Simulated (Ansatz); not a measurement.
Consider the silylene formation by 1,1-elimination: `N[SiH2]OCO` → `OCO` + `N[SiH]`.

Calculated with Ansatz (gas phase, PBE0-D4/def2-TZVP geometries, no zero-point term in ΔE). CCSD(T)/CBS adds triple-zeta CCSD(T) − MP2 to the extrapolated MP2 energy (def2 sets, frozen cores). This one scheme is used for every species. Functionals use def2-TZVPP. B3LYP here is the variant with VWN-RPA as its local correlation; programs differ in this. Each species was taken in one conformer, which may not be the lowest.

```tsv
level	ΔE (kJ/mol)	difference from CCSD(T)/CBS
PBE-D4	240.2	-18.6
r2SCAN-D4	269.3	10.5
PBE0-D4	257.1	-1.7
B3LYP-D4	251.3	-7.5
ωB97X-V	266.8	8.0
ωB97M-V	252.5	-6.3
B2PLYP	252.2	-6.6
PBE	231.6	-27.2
r2SCAN	266.8	8.0
PBE0	249.6	-9.2
B3LYP	237.8	-21.0
HF/def2-TZVPP	261.4	2.6
MP2/def2-TZVPP	270.9	12.1
SCS-MP2/def2-TZVPP	263.2	4.4
CCSD/def2-TZVPP	253.4	-5.4
CCSD(T)/def2-TZVPP	253.2	-5.6
HF/def2-QZVPP	263.2	4.4
MP2/def2-QZVPP	274.7	15.9
SCS-MP2/def2-QZVPP	267.2	8.4
HF/CBS(def2)	263.4	4.6
MP2/CBS(def2)	276.5	17.7
CCSD/CBS(def2)	259.0	0.2
CCSD(T)/CBS	258.8	0
```

Largest T1 diagnostic among the species: 0.015.

The D4 term adds +13.5 kJ/mol with B3LYP and +7.5 kJ/mol with PBE0; it sums over pairs of atoms, weighted by their polarisabilities, and B3LYP, whose exchange is more repulsive, gets the larger term. From PBE to PBE0 (25 % exact exchange), in def2-TZVPP and without D4, ΔE moves by +18.0 kJ/mol.
